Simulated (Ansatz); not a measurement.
Basis sets compared for Cu₂Te₂ (the lowest singlet isomer of a short search). Charge 0, multiplicity 1. Geometry PBE-D4/def2-SVP. Ansatz on 4 threads of INTEL XEON PLATINUM 8581C on a shared host; times are rough, and most runs start from earlier orbitals.

```xyz
4

Cu   -0.558    1.064    0.607
Cu    1.119   -0.439   -0.607
Te   -0.957    0.297   -1.689
Te    0.397   -0.921    1.689
```

In the def2 sets Te takes a core potential; there is no spin–orbit coupling. This restricted singlet of an open-shell metal (gap down to 0.49 eV) wasn't tested against broken symmetry. At PBE0-D4/def2-TZVP a triplet of charge 0 lies 0.06 eV below the restricted singlet, each at its own geometry. The structure comes from a short search, and lower isomers may exist.

```
                         level  functions  energy (Eh)  HOMO (eV)  LUMO (eV)  wall time
               PBE-D4/def2-SVP        114   -3816.2219      -5.02      -4.53      1.3 s
PBE-D4/def2-TZVP (with forces)        190   -3816.7433      -5.29      -4.77      2.2 s
           r2SCAN-D4/def2-TZVP        190   -3817.4132      -5.46      -4.81      3.5 s
              PBE0-D4/def2-SVP        114   -3816.2488      -6.03      -4.06      2.1 s
```

(1) Estimate the rows for PBE-D4/def2-TZVPD, r2SCAN-D4/def2-TZVPD, PBE0-D4/def2-TZVPD.

Results:

(1) 
```
               level  functions  energy (Eh)  HOMO (eV)  LUMO (eV)  wall time
   PBE-D4/def2-TZVPD        214   -3816.7449      -5.31      -4.79      2.5 s
r2SCAN-D4/def2-TZVPD        214   -3817.4146      -5.48      -4.82      4.8 s
  PBE0-D4/def2-TZVPD        214   -3816.7511      -6.26      -4.26      4.7 s
```
